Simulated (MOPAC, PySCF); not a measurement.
H4BFN2, SMILES `NB(N)F`, neutral singlet in the gas phase. 

Z-matrix (Å, degrees):
```
B
F 1 1.3554
N 1 1.4116 2 117.61
H 3 1.0033 1 124.26 2 -179.99
H 3 1.0042 4 114.36 1 -179.98
N 1 1.4116 2 117.61 3 180.00
H 6 1.0033 1 124.26 2 -179.99
H 6 1.0042 7 114.36 1 -179.98
```
Charge 0, spin multiplicity 1.

All levels are single points at this geometry (B3LYP-D3(BJ)/def2-TZVP); Pople sets use spherical d functions. Orbital energies aren't observables, and empty levels follow the basis.

HF/6-31G* in PySCF gives HOMO (eV) = -10.43.

Estimate the HOMO (eV) from each of these levels: B3LYP-D3(BJ)/def2-TZVP in PySCF; B3LYP/6-311+G** in PySCF; B3LYP/6-31G* in PySCF; PBE/6-31G* in PySCF; SVWN5/6-31G* in PySCF; AM1 in MOPAC; PM3 in MOPAC; PM7 in MOPAC.


```
level                            HOMO (eV)
-------------------------------  ---------
B3LYP-D3(BJ)/def2-TZVP in PySCF      -6.91
B3LYP/6-311+G** in PySCF             -7.00
B3LYP/6-31G* in PySCF                -6.34
PBE/6-31G* in PySCF                  -5.08
SVWN5/6-31G* in PySCF                -5.20
AM1 in MOPAC                         -9.75
PM3 in MOPAC                         -8.78
PM7 in MOPAC                         -9.17
```
